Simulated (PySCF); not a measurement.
**Bond curve of CdSb**

Set-up: Cd def2-SVP with ECP28, Sb def2-SVP with ECP28; scalar-relativistic core potentials (PySCF 2.14). Energies in eV from Cd + Sb in their ground configurations at the same level. All curves are PBE0. state 1: ⁴Σ⁻ (quartet), unpaired electrons σ ↑, π ↑↑; state 2: Ms = 0.5 determinant of mixed spin (⟨S²⟩ near 1.8), unpaired electrons σ ↓, π ↑↑, a second solution, started from another occupation; state 3: Ms = 0.5 determinant of mixed spin (⟨S²⟩ near 1.8), unpaired electrons σ ↑, π ↑↓, a mixture of terms (⟨Lz²⟩ = 2.0), a second solution, started from another occupation; state 4: doublet, unpaired electrons π ↑, a second solution, started from another occupation.

| R (Å) | state 1 | state 2 | state 3 | state 4 |
| --- | --- | --- | --- | --- |
| 2.622 | 0.0445 | 0.3212 | 0.5005 | 0.3882 |
| 2.744 | -0.1165 | 0.1885 | 0.3574 | 0.4007 |
| 2.866 | -0.1924 | 0.1462 | 0.3018 | 0.4791 |
| 2.958 | -0.2144 | 0.1521 | 0.2959 | 0.5613 |
| 3.049 | -0.2179 | 0.1781 | 0.3091 | 0.6534 |
| 3.140 | -0.2097 | 0.2160 | 0.3336 | 0.7491 |
| 3.262 | -0.1894 | 0.2752 | 0.3748 | 0.8745 |
| 3.415 | -0.1586 | 0.3505 | 0.4288 | 1.0200 |
| 3.598 | -0.1233 | 0.4301 | 0.4866 | 1.1705 |
| 3.842 | -0.0861 | 0.5099 | 0.5450 | 1.3276 |

Put a parabola through the three lowest points of the state 1 curve and estimate Re, k and ωe (reduced mass 58.65 u; 1 eV/Å² = 0.16022 mdyn/Å; ωe = 1302.8·√(k/μ) cm⁻¹).

Through R = 2.958, 3.049, 3.14 Å the second-order coefficient is 0.706 eV/Å², so Re ≈ 3.031 Å, k ≈ 0.226 mdyn/Å and ωe ≈ 81 cm⁻¹. A polynomial fit of higher order to the unrounded PBE0 energies gives Re = 3.024 Å, k = 0.250 mdyn/Å, ωe = 85.0 cm⁻¹; anharmonicity and rounding make the difference.

The higher-order fit for each curve: state 1: Re = 3.024 Å, ωe = 85.0 cm⁻¹, De = 0.218 eV; state 2: Re = 2.889 Å, ωe = 123 cm⁻¹, minimum 0.145 eV above the ground-state fragments; state 3: Re = 2.934 Å, ωe = 108 cm⁻¹, minimum 0.295 eV above the ground-state fragments. State 4 gave no clean fit.

The bond is weak. Basis-set superposition, not corrected here, can be much of De in a small basis, most of all at correlated wavefunction levels. Functionals without a dispersion term scatter widely for such bonds, and LDA overbinds them. These are scalar-relativistic numbers at best; spin–orbit coupling would shift them, the dissociation energy most. The state is the lowest determinant that a PBE0 search found; another state may lie lower at other levels.
